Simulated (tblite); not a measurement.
Species: C3H7ClOSi2.
Bonds: O1–C2 (double), C2–C3 (double), C3–Cl4, C3–Si5, Si5–C6, C6–Si7. Hydrogens: H8, H9 on Si5; H10, H11 on C6; H12, H13, H14 on Si7.

The geometry is computed with GFN2-xTB (gas phase).

Task: What internal coordinates does the optimisation give?

Result: 
| bond | length (Å) | order |
| --- | --- | --- |
| O1=C2 | 1.166 | double |
| C2=C3 | 1.288 | double |
| C3–Cl4 | 1.741 | single |
| C3–Si5 | 1.900 | single |
| Si5–C6 | 1.892 | single |
| C6–Si7 | 1.907 | single |
| Si5–H8, Si5–H9 | 1.467 | single |
| C6–H10, C6–H11 | 1.090 | single |
| Si7–H12, Si7–H13, Si7–H14 | 1.464 | single |

Bonds in one row agree within 0.01 Å and their mean is given. Orders are formal, as drawn. A selection of angles:
| angle | degrees |
| --- | --- |
| O1–C2–C3 | 171.5 |
| C2–C3–Cl4 | 123.7 |
| C2–C3–Si5 | 121.4 |
| Cl4–C3–Si5 | 114.9 |
| C3–Si5–C6 | 109.1 |
| C3–Si5–H8 | 106.1 |
| C6–Si5–H8 | 112.8 |
| C6–Si5–H9 | 112.1 |
| H8–Si5–H9 | 110.2 |
| Si5–C6–Si7 | 116.3 |
| Si5–C6–H10 | 108.3 |
| Si5–C6–H11 | 109.0 |
| Si7–C6–H10 | 108.4 |
| H10–C6–H11 | 106.0 |
| C6–Si7–H12 | 108.4 |
| C6–Si7–H13 | 110.1 |
| H12–Si7–H13 | 110.1 |

Torsions: C2–C3–Si5–C6 7° (synperiplanar); C3–Si5–C6–Si7 71° (synclinal). The mirror-image conformer, all signs reversed, is as good.

Si7 (SiH3 silicon) is tetrahedral (angles from 108.4° to 110.1°). Of the pairs four or more bonds apart, C2···Si7 is among the closest relative to their van der Waals radii: 3.82 Å, 100 % of the sum of Bondi's values. Si5 (SiH2 silicon) is tetrahedral (angles from 106.1° to 112.8°).

Point group: C1 (no symmetry element, even within 0.4 Å). Its GFN2-xTB frequencies are all real (lowest 27 cm⁻¹). The numbers are those of one conformer. 3 starts were optimised and ended at 0.00, 0.54 and 0.56 kcal/mol (GFN2-xTB); the lowest of these is shown.
